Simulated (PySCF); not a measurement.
**Electron correlation in Os⁻ (osmium, charge -1)**

[Xe] 4f14 5d7 6s2, high-spin 4F determinant. Computed with PySCF 2.14 in aug-cc-pwCVTZ-PP with ECP60MDF, with a scalar-relativistic core potential. Frozen: 5s2 5p6; 9 electrons correlated.

MP2 pair energies summed by pair of shells (mhartree):

```csv
pair,energy,share (%)
5d-5d,-160.66,66.4
5d-6s,-66.88,27.6
6s-6s,-14.45,6.0
```

Total MP2 correlation energy: -242.00 mhartree.

Same-spin part -89.54 and opposite-spin part -152.46 mhartree; SCS-MP2 scales them by 1/3 and 6/5 to -212.80 mhartree.
